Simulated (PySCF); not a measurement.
Compound: trimethyl borate, C3H9BO3.
SMILES: `COB(OC)OC`

Torsions of this conformer, `[CH3:1][O:2][B:3]([O:4][CH3:5])[O:6][CH3:7]`: C1–O2–B3–O4 0°, O2–B3–O4–C5 -178°, O2–B3–O6–C7 -2°.

The closed-shell ground state was solved at several levels (PySCF, density fitting, gas phase, non-relativistic). The structure is a single GFN2-xTB conformer in the gas phase; no vibrational or solvent corrections.

```json
{"level": "CAM-B3LYP/def2-SVPD", "basis functions": "221", "HOMO (eV)": "-9.57", "LUMO (eV)": "0.98", "gap (eV)": "10.55", "dipole (D)": "0.04"}
{"level": "PBE0/pcSseg-1", "basis functions": "164", "HOMO (eV)": "-7.98", "LUMO (eV)": "1.78", "gap (eV)": "9.76", "dipole (D)": "0.04"}
```

**Question.** What might B3LYP/pcJ-1 (279 basis functions) give for the same quantities?

**Answer.** HOMO -7.72 eV, LUMO 1.49 eV, gap 9.21 eV, dipole 0.03 D.

**Question.** Over all these levels, which gives the widest orbital gap and which the narrowest?

**Answer.** CAM-B3LYP/def2-SVPD (range-separated hybrid) has the widest, 10.55 eV, and B3LYP/pcJ-1 (global hybrid, 20 % exact exchange) the narrowest, 9.21 eV. Functional and basis both differ between the two, so the spread mixes both effects.

**Question.** How far do the dipole and the HOMO energy spread over the levels?

**Answer.** The dipole runs from 0.03 to 0.04 D (mean 0.03 D) and the HOMO from -9.57 to -7.72 eV.
